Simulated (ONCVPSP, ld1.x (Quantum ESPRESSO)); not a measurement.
## Potentials for Ag (Z = 47) compared

Generated with ld1.x 7.5 (TM, RRKJ, ultrasoft, PAW), atompaw 4.2 or ONCVPSP 4.0.1. The cutoff is in Ry: for ld1.x and atompaw files where the sum of valence levels is converged to 10 mRy in a Bessel basis, for ONCV files where the hardest occupied wave has 1 mHa per electron of residual kinetic energy. The error is the largest all-electron minus pseudo excitation energy over each file’s own four to seven test configurations (ionisations up to +4, promotions, holes and added fractions of an electron), all of which were solved. The labels leave out finer settings (local radius, basis sizes, second energies), which also bear on the numbers. Spin-polarised tests are not counted. The rows are a selection from randomly drawn settings: files with unsolved tests, undetermined cutoffs or missed reference levels are left out.

A true bound ghost makes a file unfit for plane-wave use even where its test errors are small: the radial tests pick states by their node count and pass the ghost by.

| potential | cutoff (Ry) | largest error (meV) | bound ghosts |
| --- | --- | --- | --- |
| RRKJ, BLYP, scalar-relativistic, rc 1.90/3.80/1.45 (spd), local s, core correction yes, reference 4d10 5s1 5p0 | 70 | -1815 | none |
| TM, PBE, scalar-relativistic, rc 1.20/1.15/1.75 (spd), local p, core correction yes, reference 4s2 4p6 4d10 5s0 5p0 | 140 | +253 | none |
| ultrasoft, LDA (PZ), scalar-relativistic, rc 2.15/2.75/1.60 (spd), local smoothed, core correction yes, reference 4d10 5s0.5 5p0 | 45 | -847 | none |
| ONCV, PBEsol, fully relativistic, rc 1.45/1.45/1.20 (spd), local smoothed, core correction no, reference 4s2 4p6 4d10 5s0.5, qcut 10.8/10.9/9.3, projectors 2/1/2 | 73 | +6.0 | none |
| ONCV, LDA (Perdew-Zunger), fully relativistic, rc 2.70/1.50/1.25 (spd), local smoothed, core correction no, reference 4p6 4d10 5s1, qcut 2.4/8.8/8.9, projectors 2/2/2 | 65 | -17 | s |

Task: Fill in the row for Ag: PAW, LDA (PZ), scalar-relativistic, rc 2.22/2.35/1.50 (spd), local smoothed, core correction yes, reference 4d9.5 5s0 5p0.

Result: cutoff 50 Ry, largest error -19 meV, bound ghosts: none.
